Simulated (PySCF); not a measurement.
**MCa cations for M along group 14**

CCSD(T) with double-zeta basis sets in PySCF, for the lowest determinant that a PBE0 search found; no spin–orbit coupling. De refers to high-spin ground-configuration atoms (the charge goes to the atom of lower measured ionisation energy or higher electron affinity, which is not always the lowest computed limit).

```csv
M,basis,"reference, frozen orbitals",charged atom,state (unpaired electrons),Re (Å),ωe (cm⁻¹),De (eV)
C,def2-SVP,"UHF, 6",Ca+,"quartet (σ ↑, π ↑↑)",2.217,561,1.85
Si,pcseg-1,"UHF, 10",Ca+,"quartet (σ ↑, π ↑↑)",2.747,302,1.01
Ge,pcseg-1,"UHF, 14",Ca+,"quartet (σ ↑, π ↑↑)",2.800,232,1.00
Pb,def2-SVP,"ROHF, 9",Ca+,doublet (π ↑),3.427,125,n/a
```

The shortest bond is that of CaC⁺ (2.217 Å), the longest that of CaPb⁺ (3.427 Å).

The rows differ in basis set, which adds steps of its own.

The state changes along the series, so neighbouring rows are not always alike in their bonding.

Correlated steps freeze the inner cores (6 to 14 orbitals); shallow outer-core shells are correlated. UHF and ROHF references stand side by side, which adds small steps between rows. Correlated levels converge slowly with the basis: in double zeta they bind strong bonds too weakly, by up to about 1 eV, and carry superposition errors of some tenths. Spin–orbit coupling is left out, which matters for elements this heavy, above all for dissociation energies. For an ion De counts to the pair picked by the measured ionisation energies or electron affinities, which need not be the lowest pair at this level. States were picked by a PBE0 search and need not be the measured ground states.
